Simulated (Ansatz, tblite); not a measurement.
Forces on Si₅Ge₃ at its r2SCAN-D4/def2-SVP geometry. Total charge 0; singlet.

The xTB rows come from tblite. The structure comes from a short search, and lower isomers may exist.

GFN1-xTB (tblite), largest force 0.74 eV/Å:

```xyz
8
positions Å, forces eV/Å
Si    1.297   -0.114    0.370    0.170   -0.283   -0.161
Si    0.187    1.890   -0.379   -0.233    0.229   -0.113
Si   -1.239   -0.159   -0.529    0.007   -0.458    0.257
Si    0.844   -0.391   -1.956   -0.102    0.228   -0.088
Si   -0.710    0.637    1.697    0.080    0.059    0.116
Ge   -1.052    1.210   -2.457    0.486   -0.291    0.483
Ge   -0.363   -2.114    0.688    0.037    0.477    0.074
Ge    1.036   -0.959    2.567   -0.445    0.038   -0.567
```

GFN2-xTB (tblite), largest force 1.64 eV/Å:

```
Si 1.234 -0.452 -0.476
Si 0.192 0.871 0.109
Si -1.409 -0.815 0.228
Si 0.570 -0.148 -0.041
Si -0.495 0.190 0.512
Ge 0.233 -0.265 0.361
Ge -0.070 0.476 -0.195
Ge -0.255 0.143 -0.497
```

r2SCAN-D4/def2-TZVP (Ansatz), largest force 0.31 eV/Å:

```
Si -0.299 -0.009 0.009
Si -0.066 -0.224 -0.048
Si 0.291 0.113 0.024
Si -0.137 0.090 0.187
Si 0.141 -0.129 -0.136
Ge 0.061 -0.070 0.093
Ge 0.062 0.205 -0.021
Ge -0.052 0.025 -0.107
```
